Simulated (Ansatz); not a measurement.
Z-matrix (Å, degrees):
```
Al
Si 1 2.597
C 1 2.056 2 45.2
B 1 2.636 2 64.8 3 -35.4
H 1 1.584 2 105.7 3 103.7
H 1 1.579 2 119.0 3 -110.8
H 2 1.480 1 129.3 3 98.1
H 2 1.559 1 50.6 3 171.4
H 2 1.483 1 116.2 3 -102.3
C 3 1.526 1 114.3 2 118.7
H 4 1.201 1 124.9 2 150.8
H 4 1.204 1 91.9 2 -82.1
H 10 1.094 3 113.2 1 -37.3
H 10 1.093 3 110.3 1 83.6
H 10 1.094 3 111.1 1 -157.9
```

Charge 0, multiplicity 1.

(1) List the PBE0/def2-TZVPP orbital energies in eV (Ansatz 0.2.0). (An estimate is asked.)

## Answers

(1) The calculation gave: Occupied: -1803.32, -1527.86, -278.25, -278.09, -183.97, -145.65, -113.73, -100.35, -100.29, -100.27, -73.83, -73.69, -73.63, -21.40, -18.10, -15.39, -13.25, -12.70, -11.84, -11.44, -10.99, -10.16, -10.00, -9.17, -8.73, -8.26, -7.67. Lowest empty: -1.07, -0.56, -0.16, 0.50, 0.68, 1.25, 1.45, 1.77.
